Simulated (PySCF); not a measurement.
CH5BrClNSi. Atoms are numbered in the order given.

```xyz
10

C      1.7499    -1.3589     0.3687
Si     0.2261    -0.5854    -0.3470
N     -0.8683    -1.7683    -0.9209
Cl     0.6842     0.6163    -1.9624
Br    -0.6462     0.7658     1.2203
H      1.4908    -1.9896     1.2332
H      2.2475    -1.9804    -0.3907
H      2.4477    -0.5812     0.7109
H     -1.1443    -2.5239    -0.3020
H     -1.6427    -1.4792    -1.5093
```
Charge 0, spin multiplicity 1.

Geometry: PBE0-D3(BJ)/def2-SVP. One conformer was computed; it need not be the lowest.

Computed with CAM-B3LYP/def2-TZVP (PySCF).

Atomic charges (e):

```
atom  Löwdin    IAO
----  ------  -----
C1     -0.44  -0.75
Si2    -0.45   1.19
N3     -0.24      ?
Cl4     0.24      ?
Br5     0.15      ?
H6      0.14   0.16
H7      0.14   0.17
H8      0.14   0.17
H9      0.17   0.28
H10     0.17   0.28
```

Problem. Fill in the missing entries. (Estimate from the structure and the level; the computed values follow.)

Solution. 
- N3, IAO: -0.86
- Cl4, IAO: -0.33
- Br5, IAO: -0.31

Computed Mayer and Wiberg (Löwdin basis) orders of the bonds:
```
bond     Mayer  Wiberg
-------  -----  ------
C1–Si2    1.01    1.22
Si2–N3    1.19    1.54
Si2–Cl4   1.18    1.77
Si2–Br5   1.12    1.67
C1–H6     0.94    0.89
C1–H7     0.94    0.89
C1–H8     0.95    0.89
N3–H9     0.91    0.94
N3–H10    0.92    0.94
```
